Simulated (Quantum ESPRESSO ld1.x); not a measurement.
Task: Radial electron density D(r) = 4 pi r^2 rho(r) of an atom or ion with 48.375 electrons. All-electron calculation, scalar-relativistic Kohn-Sham, LDA (Slater exchange, Perdew-Wang correlation), spin-polarised, spherical densities, point nucleus. Program: ld1.x of Quantum ESPRESSO 7.5.

```
   r/bohr * D(r) (the largest magnitude, 79.7, reaches the edge; | marks zero)
 0.004464 |           *
 0.005196 |             *
 0.006001 |                *
 0.006986 |                    *
 0.008068 |                        *
 0.009393 |                            *
  0.01085 |                                *
  0.01263 |                                    *
  0.01458 |                                       *
  0.01684 |                                         *
  0.01961 |                                          *
  0.02264 |                                          *
  0.02636 |                                         *
  0.03045 |                                       *
  0.03544 |                                     *
  0.04093 |                                     *
  0.04765 |                                      *
  0.05503 |                                         *
  0.06356 |                                             *
  0.07399 |                                                   *
  0.08545 |                                                      *
  0.09948 |                                                      *
   0.1149 |                                                  *
   0.1337 |                                            *
   0.1545 |                                       *
   0.1798 |                                     *
   0.2077 |                                       *
   0.2398 |                                           *
   0.2792 |                                            *
   0.3224 |                                        *
   0.3754 |                                *
   0.4335 |                      *
   0.5047 |               *
   0.5829 |            *
   0.6785 |             *
   0.7836 |              *
    0.905 |              *
    1.054 |           *
    1.217 |        *
    1.416 |     *
    1.636 |   *
    1.904 | *
    2.199 | *
     2.56 |*
    2.957 |*
    3.415 *
    3.976 *
    4.591 *
    5.345 *
    6.173 *
    7.186 *
    8.299 *
    9.662 *
```

What is the nuclear charge?

Result: Z = 49. The innermost maximum, from 1s, lies near gamma/Z bohr with gamma = sqrt(1 - (Z/c)^2) = 0.934, here 0.0191 bohr (found: 0.0209), and its height grows with Z. The density is that of the indium ion In0.625+ in [Kr] 4d10 5s(up 1, down 0.375) 5p1; the configuration itself is not fixed sharply by these data, and Z only to a few units. D(r) has 4 maxima, at r = 0.0209, 0.0918, 0.273, 0.809 bohr, and minima at 0.0409, 0.178, 0.592 bohr, inside which lie 2.00, 11.20, 28.97 electrons.
